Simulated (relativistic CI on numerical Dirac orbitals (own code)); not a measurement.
Spin-allowed bands of a d2 ion in an octahedral site, by hand

Problem. Take Δ = 7150 cm⁻¹ and B = 730 cm⁻¹ for a d2 ion in an octahedral site. Calculate the three spin-allowed bands.

Working.
1. The terms of highest spin are 3F (energy 0) and 3P (15B = 10950 cm⁻¹). Here the F term splits into A2 at +1.2Δ = 8580, T2 at +0.2Δ = 1430 and T1 at −0.6Δ = -4290 cm⁻¹.
2. The two T1 states mix through the element 0.4Δ: H = [[-4290, 2860], [2860, 10950]], with roots ½(H₁₁ + H₂₂) ∓ ½√[(H₂₂ − H₁₁)² + 4H₁₂²] = ½(6660) ∓ ½(16278) = -4809 and 11469 cm⁻¹.
3. The ground term is 3T1 at -4809 cm⁻¹.
4. Bands: 3T2 6239 cm⁻¹ (1603 nm), 3A2 13389 cm⁻¹ (747 nm), 3T1(P) 16278 cm⁻¹ (614 nm).

Check. Exact diagonalisation of the whole d2 shell with these parameters gives 3T2 6239, 3A2 13389, 3T1 16278 cm⁻¹. The match is exact, since without spin-orbit coupling no other term has this spin. The ratio of the second band to the first, 2.146, depends on Δ/B = 9.8 alone, which is how a Tanabe-Sugano diagram is read.
